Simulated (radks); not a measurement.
Values are calculated unless marked as measured or tabulated.
Neutral hydrogen, configuration 1s1. Level of theory: non-relativistic Kohn-Sham, B86b exchange with PBE correlation, spin-unpolarised, spherical densities, point nucleus; without spin polarisation the odd electron is poorly described (a radial shooting solver on a logarithmic mesh with Libxc functionals).

X-ray form factor f0, the Fourier transform of the density (f0(0) = 1):

sin(theta)/lambda (1/angstrom)  f0 (electrons)
0.05                                     0.937
0.1                                      0.781
0.15                                     0.600
0.2                                      0.440
0.25                                     0.316
0.3                                      0.225
0.4                                      0.118
0.5                                      0.064
0.6                                      0.037
0.8                                      0.014
1                                        0.007
1.25                                     0.003
1.5                                      0.001
2                                        0.000
